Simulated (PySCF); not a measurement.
The same groups moved round the core (quinoline fluoro+boryl). Gas-phase values, no solvent. One relaxed conformer stands for each flexible species; it need not be the lowest. Strings in code marks are SMILES.

Quantity: electronic energy of isomers of C9H7BFN relative to `Bc1cc2ccccc2nc1F`, in eV.

Case: `Bc1cc(F)c2ncccc2c1`. Geometry of `n1c2c(cc(cc2F)B)ccc1` (neutral, multiplicity 1, Å):

```xyz
19

B      3.3673     0.3380    -0.6653
C      1.9407     0.0330    -0.1683
C      1.7112    -0.8103     0.9654
C      0.4389    -1.0779     1.4025
F      0.2450    -1.8648     2.4591
C     -0.7085    -0.5312     0.7507
N     -1.9437    -0.8269     1.2219
C     -2.9814    -0.3089     0.6014
C     -2.8873     0.5413    -0.5328
C     -1.6396     0.8507    -1.0234
C     -0.4876     0.3152    -0.3867
C      0.8349     0.5784    -0.8208
H      3.5284     1.0528    -1.6244
H      4.3263    -0.1320    -0.1038
H      2.5532    -1.2541     1.5003
H     -3.9704    -0.5631     1.0020
H     -3.7952     0.9337    -0.9953
H     -1.5159     1.5007    -1.8936
H      0.9838     1.2255    -1.6890
```

### Question
What is the computed electronic energy of isomers of C9H7BFN relative to `Bc1cc2ccccc2nc1F` (B3LYP/3-21G // B3LYP-D3(BJ)/def2-SVP (PySCF))?

### Answer
0.407 eV.
